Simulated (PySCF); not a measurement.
PySCF input file for C3H3, SMILES C#C[CH2] (connectivity only; charge and spin as stated), charge +1, multiplicity 1, TDDFT-CAM-B3LYP/def2-SVPD. Coordinates come from a PBE0-D3(BJ)/def2-TZVP optimisation. The spin state was assumed, not searched. The isomer is the one that the SMILES or the coordinates give; other isomers of the formula were not compared.

```python
import numpy as np
from pyscf import gto, scf, dft, tdscf

mol = gto.M(
    atom='''
    C     0.00000000    0.00000000   -1.32801600
    C    -0.00000000   -0.00000000   -0.10399228
    C    -0.00000000    0.00000000    1.23569288
    H     0.00000000   -0.00000000   -2.40401824
    H     0.00000000   -0.93872460    1.79095532
    H     0.00000000    0.93872460    1.79095532
    ''',
    basis='def2-SVPD',
    charge=1,
    spin=0,
    symmetry=True,
    max_memory=1600,
    verbose=4,
)
mf = dft.RKS(mol, xc='cam-b3lyp').density_fit(auxbasis='def2-universal-jkfit')
mf.grids.level = 3
mf.conv_tol = 1e-9
mf.max_cycle = 100
mf.kernel()
mf.grids = dft.Grids(mol).set(level=1).build(with_non0tab=True)  # coarser grid for the response kernel
td = tdscf.TDDFT(mf)
td.singlet = True
td.nstates = 10
td.conv_tol = 1e-4
td.positive_eig_threshold = 1e-6
td.kernel(x0=td.get_init_guess(mf, 15))
td.analyze()
tt = tdscf.TDA(mf)
tt.singlet = False
tt.nstates = 4
tt.conv_tol = 1e-4
tt.positive_eig_threshold = 1e-6
tt.kernel(x0=tt.get_init_guess(mf, 9))
tt.analyze(verbose=3)
```

Output:

```
PySCF version 2.14.0

[INPUT] verbose = 4
[INPUT] num. atoms = 6
[INPUT] num. electrons = 20
[INPUT] charge = 1
[INPUT] spin (= nelec alpha-beta = 2S) = 0
[INPUT] symmetry True subgroup None
[INPUT] Mole.unit = angstrom
[INPUT] Symbol           X                Y                Z      unit          X                Y                Z       unit  Magmom
[INPUT]  1 C      0.000000000000   0.000000000000  -1.328016000000 AA    0.000000000000   0.000000000000  -2.509586529040 Bohr   0.0
[INPUT]  2 C      0.000000000000   0.000000000000  -0.103992280000 AA    0.000000000000   0.000000000000  -0.196516928269 Bohr   0.0
[INPUT]  3 C      0.000000000000   0.000000000000   1.235692880000 AA    0.000000000000   0.000000000000   2.335121117275 Bohr   0.0
[INPUT]  4 H      0.000000000000   0.000000000000  -2.404018240000 AA    0.000000000000   0.000000000000  -4.542936072059 Bohr   0.0
[INPUT]  5 H      0.000000000000  -0.938724600000   1.790955320000 AA    0.000000000000  -1.773932400392   3.384415056133 Bohr   0.0
[INPUT]  6 H      0.000000000000   0.938724600000   1.790955320000 AA    0.000000000000   1.773932400392   3.384415056133 Bohr   0.0

nuclear repulsion = 53.7209406332926
point group symmetry = C2v
symmetry origin: [ 0.00000000e+00  0.00000000e+00 -4.22942105e-17]
symmetry axis x: [1. 0. 0.]
symmetry axis y: [0. 1. 0.]
symmetry axis z: [0. 0. 1.]
num. orbitals of irrep A1 = 40
num. orbitals of irrep A2 = 8
num. orbitals of irrep B1 = 16
num. orbitals of irrep B2 = 20
number of shells = 36
number of NR pGTOs = 120
number of NR cGTOs = 84
basis = def2-SVPD
ecp = {}


******** <class 'pyscf.df.df_jk.DFSymAdaptedRKS'> ********
method = DFSymAdaptedRKS
initial guess = minao
damping factor = 0
level_shift factor = 0
DIIS = <class 'pyscf.scf.diis.CDIIS'>
diis_start_cycle = 1
diis_space = 8
diis_damp = 0
SCF conv_tol = 1e-09
SCF conv_tol_grad = None
SCF max_cycles = 100
direct_scf = False
XC library pyscf.dft.libxc version 7.1.2
    S. Lehtola, C. Steigemann, M. J. T. Oliveira, and M. A. L. Marques,  SoftwareX 7, 1–5 (2018)
XC functionals = cam-b3lyp
    T. Yanai, D. P. Tew, and N. C. Handy,  Chem. Phys. Lett. 393, 51 (2004)
radial grids:
    Treutler-Ahlrichs [JCP 102, 346 (1995); DOI:10.1063/1.469408] (M4) radial grids

becke partition: Becke, JCP 88, 2547 (1988); DOI:10.1063/1.454033
pruning grids: <function nwchem_prune>
grids dens level: 3
symmetrized grids: True
atomic radii adjust function: <function treutler_atomic_radii_adjust>
small_rho_cutoff = 0
Freeze 0 electrons in irreps []
    20 free electrons in irreps A1 A2 B1 B2
Set gradient conv threshold to 3.16228e-05
Initial guess from minao.
tot grids = 71784
******** <class 'pyscf.df.df.DF'> ********
auxbasis = def2-universal-jkfit
Create RSH-DF object <pyscf.df.df.DF object> for omega=0.33
******** <class 'pyscf.df.df.DF'> ********
auxbasis = auxmol.basis = def2-universal-jkfit
init E= -116.138692019993
HOMO (B2) = -0.313981008374598  LUMO (B1) = -0.190154657305804  gap/eV = 3.36949
cycle= 1 E= -115.496380858409  delta_E= 0.642  |g|= 0.289  |ddm|= 7.06
HOMO (B2) = -0.633388582584846  LUMO (B1) = -0.413872249723352  gap/eV = 5.97334
cycle= 2 E= -115.508298402141  delta_E= -0.0119  |g|= 0.261  |ddm|=  1.4
HOMO (B2) = -0.635586404526423  LUMO (B1) = -0.375397387409366  gap/eV = 7.08010
cycle= 3 E= -115.523829834188  delta_E= -0.0155  |g|= 0.0778  |ddm|= 0.406
HOMO (B2) = -0.618360419319773  LUMO (B1) = -0.365449907635654  gap/eV = 6.88205
cycle= 4 E= -115.525264274788  delta_E= -0.00143  |g|= 0.0365  |ddm|= 0.168
HOMO (B2) = -0.618244112269287  LUMO (B1) = -0.364074111328337  gap/eV = 6.91632
cycle= 5 E= -115.525599977745  delta_E= -0.000336  |g|= 0.0101  |ddm|= 0.0869
HOMO (B2) = -0.620068349655355  LUMO (B1) = -0.364910353762836  gap/eV = 6.94320
cycle= 6 E= -115.525628760702  delta_E= -2.88e-05  |g|= 0.00126  |ddm|= 0.021
HOMO (B2) = -0.619938172605677  LUMO (B1) = -0.364687123302302  gap/eV = 6.94573
cycle= 7 E= -115.525630480777  delta_E= -1.72e-06  |g|= 0.000476  |ddm|= 0.00492
HOMO (B2) = -0.620027080430603  LUMO (B1) = -0.364678522785203  gap/eV = 6.94839
cycle= 8 E= -115.525630723994  delta_E= -2.43e-07  |g|= 0.000129  |ddm|= 0.00286
HOMO (B2) = -0.620037292116272  LUMO (B1) = -0.364664106243885  gap/eV = 6.94906
cycle= 9 E= -115.525630733693  delta_E= -9.7e-09  |g|= 2.21e-05  |ddm|= 0.00084
HOMO (B2) = -0.620040282324358  LUMO (B1) = -0.36466406802927  gap/eV = 6.94914
cycle= 10 E= -115.525630733951  delta_E= -2.58e-10  |g|= 4.78e-06  |ddm|= 0.000149
HOMO (B2) = -0.620041300672799  LUMO (B1) = -0.364663724060529  gap/eV = 6.94918
Extra cycle  E= -115.525630733948  delta_E= 2.76e-12  |g|= 5.7e-06  |ddm|= 1.79e-05
converged SCF energy = -115.525630733948
tot grids = 22960
Overwritten attributes  positive_eig_threshold  of <class 'pyscf.tdscf.rks.TDDFT'>


******** <class 'pyscf.tdscf.rks.TDDFT'> for <class 'pyscf.df.df_jk.DFSymAdaptedRKS'> ********
nstates = 10 singlet
deg_eia_thresh = 1.000e-03
wfnsym = None
conv_tol = 0.0001
eigh lindep = 1e-12
eigh level_shift = 0
eigh max_cycle = 100


Excitation energies (eV)
[ 2.2360639   5.36769097  7.20697029  7.97969807  8.24993591  8.88713772
  9.12755772  9.72242432 10.0352264  11.03629126]

** Singlet excitation energies and oscillator strengths **
Excited State   1:   A2      2.23606 eV    554.48 nm  f=0.0000
      10 -> 11        0.70590
Excited State   2:   A1      5.36769 eV    230.98 nm  f=0.1332
       9 -> 11        0.65701
      10 -> 12       -0.26110
Excited State   3:   A2      7.20697 eV    172.03 nm  f=0.0000
       8 -> 11        0.69030
      10 -> 14        0.12097
Excited State   4:   B1      7.97970 eV    155.37 nm  f=0.0103
       7 -> 11       -0.69674
Excited State   5:   A2      8.24994 eV    150.29 nm  f=0.0000
       9 -> 12       -0.69209
      10 -> 14        0.11253
Excited State   6:   A2      8.88714 eV    139.51 nm  f=0.0000
       8 -> 11        0.10904
       9 -> 12       -0.12389
      10 -> 14       -0.67963
Excited State   7:   A1      9.12756 eV    135.84 nm  f=0.8132
       9 -> 11       -0.26472
       9 -> 14        0.28891
      10 -> 12       -0.58574
Excited State   8:   B1      9.72242 eV    127.52 nm  f=0.0013
       6 -> 11       -0.69146
Excited State   9:   B2     10.03523 eV    123.55 nm  f=0.0277
      10 -> 13       -0.68650
      10 -> 16       -0.13418
Excited State  10:   B2     11.03629 eV    112.34 nm  f=0.0001
      10 -> 15        0.56924
      10 -> 16       -0.39162

** Transition electric dipole moments (AU) **
state          X           Y           Z        Dip. S.      Osc.
  1        -0.0000     -0.0000     -0.0000      0.0000      0.0000
  2        -0.0000      0.0000      1.0062      1.0125      0.1332
  3         0.0000      0.0000      0.0000      0.0000      0.0000
  4        -0.2291      0.0000     -0.0000      0.0525      0.0103
  5         0.0000     -0.0000      0.0000      0.0000      0.0000
  6        -0.0000      0.0000     -0.0000      0.0000      0.0000
  7        -0.0000     -0.0000     -1.9070      3.6366      0.8132
  8        -0.0728      0.0000      0.0000      0.0053      0.0013
  9         0.0000     -0.3355      0.0000      0.1126      0.0277
 10        -0.0000     -0.0146     -0.0000      0.0002      0.0001

** Transition velocity dipole moments (imaginary part, AU) **
state          X           Y           Z        Dip. S.      Osc.
  1         0.0000      0.0000      0.0000      0.0000      0.0000
  2         0.0000     -0.0000      0.1973      0.0389      0.1315
  3         0.0000     -0.0000     -0.0000      0.0000      0.0000
  4        -0.0732      0.0000      0.0000      0.0054      0.0122
  5        -0.0000      0.0000     -0.0000      0.0000      0.0000
  6         0.0000     -0.0000      0.0000      0.0000      0.0000
  7        -0.0000      0.0000     -0.6318      0.3991      0.7932
  8        -0.0270     -0.0000      0.0000      0.0007      0.0014
  9         0.0000     -0.1354     -0.0000      0.0183      0.0332
 10         0.0000      0.0012     -0.0000      0.0000      0.0000

** Transition magnetic dipole moments (imaginary part, AU) **
state          X           Y           Z
  1         0.0000      0.0000     -1.0460
  2         0.0000     -0.0000      0.0000
  3         0.0000      0.0000      0.9334
  4         0.0000      0.6806      0.0000
  5        -0.0000     -0.0000      0.1046
  6         0.0000      0.0000     -0.0986
  7        -0.0000      0.0000     -0.0000
  8         0.0000     -1.9197     -0.0000
  9         0.9195     -0.0000     -0.0000
 10        -0.0225     -0.0000      0.0000
Overwritten attributes  positive_eig_threshold  of <class 'pyscf.tdscf.rks.TDA'>


******** <class 'pyscf.tdscf.rks.TDA'> for <class 'pyscf.df.df_jk.DFSymAdaptedRKS'> ********
nstates = 4 triplet
deg_eia_thresh = 1.000e-03
wfnsym = None
conv_tol = 0.0001
eigh lindep = 1e-12
eigh level_shift = 0
eigh max_cycle = 100


Excitation energies (eV)
[1.79165794 2.62662607 5.61895603 6.45683996]

** Triplet excitation energies and oscillator strengths **
Excited State   1:   A2      1.79166 eV    692.01 nm  f=0.0000
Excited State   2:   A1      2.62663 eV    472.03 nm  f=0.0000
Excited State   3:   A1      5.61896 eV    220.65 nm  f=0.0000
Excited State   4:   A2      6.45684 eV    192.02 nm  f=0.0000
```

The run converged.

Cost: about 40 core-seconds (a rough figure).
